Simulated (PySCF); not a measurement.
C5H15FOSi2.
SMILES with atom numbers: `[CH3:1][C:2]([CH3:3])([CH3:4])[Si@H:5]([CH2:6][F:7])[O:8][SiH3:9]` (hydrogens: H10, H11, H12 on C1; H13, H14, H15 on C3; H16, H17, H18 on C4; H19 on Si5; H20, H21 on C6; H22, H23, H24 on Si9)

A GFN2-xTB structure was refined with PBE0-D3(BJ)/def2-SVP geometry optimisation, gas phase in PySCF. Its GFN2-xTB values:

```
   coordinate  GFN2-xTB
        C1–C2   1.531 Å
       C1–H10   1.090 Å
       C2–Si5   1.917 Å
       Si5–C6   1.917 Å
       Si5–O8   1.622 Å
      Si5–H19   1.465 Å
        C6–F7   1.382 Å
       C6–H20   1.092 Å
       C6–H21   1.093 Å
       O8–Si9   1.625 Å
      Si9–H22   1.462 Å
     C1–C2–C3    108.6°
    C1–C2–Si5    109.5°
    C2–Si5–C6    112.4°
    C2–Si5–O8    111.3°
    C4–C2–Si5    110.1°
    Si5–C6–F7    111.5°
   Si5–O8–Si9    156.6°
    C6–Si5–O8    103.0°
 C1–C2–Si5–C6      168°
 C2–Si5–C6–F7       57°
C2–Si5–O8–Si9      -40°
```

Question: How do these coordinates change at the PBE0-D3(BJ)/def2-SVP level?

Answer: 
```
   coordinate  PBE0-D3(BJ)/def2-SVP (Å or °)  change
       Si5–O8                          1.664  +0.042
      Si9–H22                          1.495  +0.033
      Si5–H19                          1.497  +0.032
       O8–Si9                          1.653  +0.028
       C2–Si5                          1.893  -0.024
       Si5–C6                          1.897  -0.020
       C1–H10                          1.104  +0.014
       C6–H20                          1.104  +0.012
       C6–H21                          1.105  +0.012
        C6–F7                          1.385  +0.003
        C1–C2                          1.532  +0.001
   Si5–O8–Si9                          150.5    -6.1
    C4–C2–Si5                          108.3    -1.8
     C1–C2–C3                          110.1    +1.5
    C6–Si5–O8                          103.8    +0.8
    C1–C2–Si5                          108.8    -0.7
    Si5–C6–F7                          110.9    -0.6
    C2–Si5–C6                          112.0    -0.4
    C2–Si5–O8                          111.7    +0.4
C2–Si5–O8–Si9                            -50     -10
 C1–C2–Si5–C6                            172      +4
 C2–Si5–C6–F7                             54      -3
```

The energy falls by 5.3 kcal/mol over 11 energy and gradient evaluations, the largest force component goes from 0.0199 to 3.5e-04 Eh/bohr, and the atoms move by 0.174 Å rms after alignment. The bond that changes most is Si5–O8 (oxygen-bound silicon to siloxane oxygen), which lengthens by 0.042 Å. Bonds longer at the end by more than 0.005 Å: 17 of 23; shorter: 2. Among the dihedrals that turn most is H19–Si5–O8–Si9, from 83° to 72°. Rotational constants go from 1324, 833.4, 598.1 to 1385, 812.1, 597.8 MHz.

The run used 209 basis functions and 71 SCF cycles in all. The run took 4.6 min of wall time on one thread of an Arm Neoverse V2 (shared host).

No frequency check. One conformer, not necessarily the lowest.
